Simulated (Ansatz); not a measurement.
# Cost against result

Saddle point of SnH7OF, closed shell (SnH₄ + H₂O + HF → SnH₃F ([F][SnH3]) + H₂O + H₂; bonds formed: Sn1–F9, H2–H8; bonds broken: Sn1–H2, H8–F9), PBE0-D4/def2-TZVP structure:

```xyz
10
angstrom
Sn -0.5098 -0.9307 -0.2851
H 1.1755 -0.8981 0.7719
H -0.0512 -2.3644 -1.0918
H -1.3737 -1.2541 1.1511
H -1.3742 0.0989 -1.3277
H 0.4658 1.6960 0.1694
O -0.2079 1.5186 0.8415
H 1.4652 -0.3305 0.0607
F 1.3354 0.3289 -0.9635
H -0.9251 2.1355 0.6737
```

Barriers are electronic and count from the start structure reached by relaxing down the imaginary mode.

Program: Ansatz 0.2.0. Basis: as named in each row. Cores are frozen in the correlated methods. Filled d shells of the heavier atoms are correlated. Core potentials replace the inner electrons of the atoms past krypton. The def2 sets are not built for correlating such inner shells, so the correlated values are less sure here. B3LYP uses VWN-RPA correlation. Extrapolation: Hartree–Fock as exp(−7.88 √X), correlation as X^−2.97.

Times are rough, for one single point on 4 threads of a shared host (Arm Neoverse V2).

The estimate by CCSD(T) at an estimated basis limit (MP2 extrapolated from triple and quadruple zeta, plus CCSD(T) − MP2 in triple zeta) is 1.255 eV.

```
      method       basis  time (s)  barrier (eV)  method less estimate
       SPW92    def2-SVP   under 1         0.580                -0.675
      PBE-D4    def2-SVP   under 1         0.785                -0.470
     PBE0-D4    def2-SVP   under 1         1.034                -0.220
       SPW92  def2-TZVPP   under 1         0.806                -0.449
      PBE-D4  def2-TZVPP         1         1.000                -0.255
     BLYP-D4  def2-TZVPP         1         1.066                -0.189
    B3LYP-D4  def2-TZVPP         1         1.213                -0.041
    BHLYP-D4  def2-TZVPP         1         1.395                 0.140
     PBE0-D4  def2-TZVPP         2         1.196                -0.058
CAM-B3LYP-D4  def2-TZVPP         2         1.236                -0.018
   r2SCAN-D4  def2-TZVPP         2         1.024                -0.231
  r2SCAN0-D4  def2-TZVPP         2         1.201                -0.053
     wB97M-V    def2-SVP         2         1.033                -0.222
     CCSD(T)    def2-SVP         3         1.276                 0.021
      B2PLYP  def2-TZVPP         3         1.277                 0.022
    PBE-QIDH  def2-TZVPP         3         1.314                 0.059
  RPA on PBE  def2-TZVPP         3         1.335                 0.080
     wB97X-V  def2-TZVPP         4         1.230                -0.025
     wB97M-V  def2-TZVPP         5         1.215                -0.039
      B97M-V  def2-TZVPP         5         1.151                -0.104
         MP2  def2-QZVPP        10         1.254                -0.001
     CCSD(T)  def2-TZVPP        78         1.374                 0.119
```

All methods are single points on the PBE0-D4 structures.

No T1 diagnostic of these runs exceeds 0.014.

Labels in which every atom is bracketed show which atoms are joined, not bond orders.
